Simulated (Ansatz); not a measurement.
Harmonic frequencies (cm⁻¹) at PBE0-D4/def2-TZVP from Ansatz: 350, 400, 408, 454, 550, 652, 787, 901, 987, 1998, 2203, 2212.

Question: Which molecule is it?
A. `[OH][Al]([OH])[SiH3]`
B. `[O]1[SiH2][GaH]1`
C. `[SiH3]C1BO1`
D. `[BH2][GeH]1[CH2][O]1`

Answer: B.
